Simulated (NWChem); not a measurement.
# CH$_{4}$FInO; SMILES [CH3][In]([OH])[F]

```xyz
8

In    -0.0251    -0.0205     0.0018
F      1.6944     0.9457    -0.0021
C     -0.1104    -2.1477    -0.0023
H     -0.3085    -2.4910    -1.0271
H     -0.9222    -2.4839     0.6559
H      0.8508    -2.5496     0.3425
O     -1.4822     1.3344    -0.0025
H     -1.1188     2.2284    -0.0081
```
Atoms are numbered in this order, from 1.

All runs: NWChem. Structure relaxed at the PBE0/def2-SVP (def2 core potentials past Kr) level.

For level PBE0/3-21G, non-relativistic:

| Quantity | Value |
|---|---|
| highest occupied level (eV) | -7.48 |
| orbital gap (eV) | 6.82 |
| dipole (D) | 1.60 |

Estimate the same quantities for level PBE0/STO-3G, non-relativistic.

The highest occupied level (eV) is -3.52 and the orbital gap (eV) is 6.67. The dipole (D) comes out as 0.11.
